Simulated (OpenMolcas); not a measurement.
Computed levels of 2s2 2p3 in ions with 7 electrons, in cm-1 above 4S* 3/2.

- Program: OpenMolcas
- Method: CASSCF
- Basis: ANO-RCC-VTZP
- Scalar Hamiltonian: DKH2, point nucleus
- Spin-orbit coupling: RASSI with atomic mean-field integrals over the reference wave functions, term energies averaged over their components

Active space for each ion: 5 electrons in 8 orbitals (2s 2p 3s 3p).

```csv
Level,N,O+,Ne3+
2D* 3/2,22246,30193,45010
2D* 5/2,22251,30204,45056
2P* 1/2,28575,39888,61586
2P* 3/2,28578,39896,61628
```

Question: Estimate 2D* 3/2, 2D* 5/2 for F2+ from its neighbours O+ and Ne3+.

Answer: 2D* 3/2 is another term, which grows about linearly with the charge: (30193 + 45010) / 2 = 37602. The calculation gives 37602, so the estimate is off by 0 %.
2D* 5/2 is another term, which grows about linearly with the charge: (30204 + 45056) / 2 = 37630. The calculation gives 37625, so the estimate is off by 0 %.

Without dynamic correlation excited terms often stand tens of per cent too high (terms of higher spin than the ground term too low), and those without a measured partner can miss by more than the paired ones (holds for N; O+). Active for correlation alone: 3p 3s; no level in the range computed is led by a configuration that fills them, so any true level of that kind is missing (holds for N; F2+; Ne3+). The run also gave levels led by 2s2 2p2 3s, which use shells meant for correlation; these and all levels above them are left out (holds for O+). Levels of configurations outside the active space are missing.

* marks odd parity.
